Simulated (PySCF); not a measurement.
Compound: C4HBF2.
Cartesian coordinates in Å at the PBE0-D3(BJ)/def2-SVP level; atoms count from 1:
```xyz
8
C4HBF2 angstrom
C      2.884   -0.364    1.090
C      1.711   -0.214    0.800
C      0.394   -0.046    0.472
C     -0.786    0.098    0.179
B     -2.253    0.281   -0.191
F     -2.750    1.477   -0.430
F     -3.064   -0.752   -0.284
H      3.919   -0.499    1.346
```

Theory: PySCF 2.14.0, PBE0-D3(BJ)/def2-SVP geometry optimisation, gas phase.

Masses are those of the commonest isotopes; rigid-rotor values at the optimised geometry. 

(1) Give the principal moments of inertia and the rotational constants in cm⁻¹.

(2) What kind of rotor is it?

(3) What does the inertial defect say?

(4) Which lines would a microwave search look for?

(5) Estimate the classical rotational partition function at 10 K, 200 K and 500 K.

Results:

(1) Ia = 48.33, Ib = 506.61, Ic = 554.94 u·Å²; 505379 MHz·u·Å²/I gives 10456, 997.6 and 910.7 MHz, that is A = 0.34879, B = 0.03328, C = 0.03038 cm⁻¹.

(2) A near-prolate asymmetric top; Ray's κ = -0.982.

(3) Planar: Δ = Ic − Ia − Ib = 0.00 u·Å². For a rigid frame Δ = −2 Σ m c², so it vanishes when all atoms lie in the ab plane; here none is more than 0.01 Å from it.

(4) The dipole components are |μa| = 2.43 D, |μb| = 0.00 D, |μc| = 0.00 D; the symmetry axis of this C2v structure is a, so μb and μc vanish by symmetry and there are no b-type or c-type lines. Some lines, for components of 0.1 D or more:

```tsv
type	branch	J(Ka,Kc)	MHz	lower level (cm⁻¹)
a	Q	3(1,2) ← 3(1,3)	521	0.690
a	R	1(0,1) ← 0(0,0)	1908	0.000
a	R	2(1,2) ← 1(1,1)	3730	0.379
a	R	2(0,2) ← 1(0,1)	3816	0.064
a	R	2(1,1) ← 1(1,0)	3903	0.382
a	R	3(1,3) ← 2(1,2)	5594	0.504
a	R	3(0,3) ← 2(0,2)	5722	0.191
a	R	3(2,2) ← 2(2,1)	5725	1.459
a	R	3(2,1) ← 2(2,0)	5727	1.459
a	R	3(1,2) ← 2(1,1)	5855	0.512
```

(5) Point group C2v, symmetry number σ = 2; q = (√π/σ)·√((kT/h)³/(ABC)), k/h = 20836.6 MHz/K: 865 at 10 K, 77400 at 200 K, 306000 at 500 K.

No PBE0-D3(BJ)/def2-SVP frequencies stand behind this structure, so it isn't proved a minimum. These are rigid-rotor constants of the computed structure; measured ground-state constants (B0) also hold zero-point vibration. Quadrupole hyperfine structure (11B) is left out.
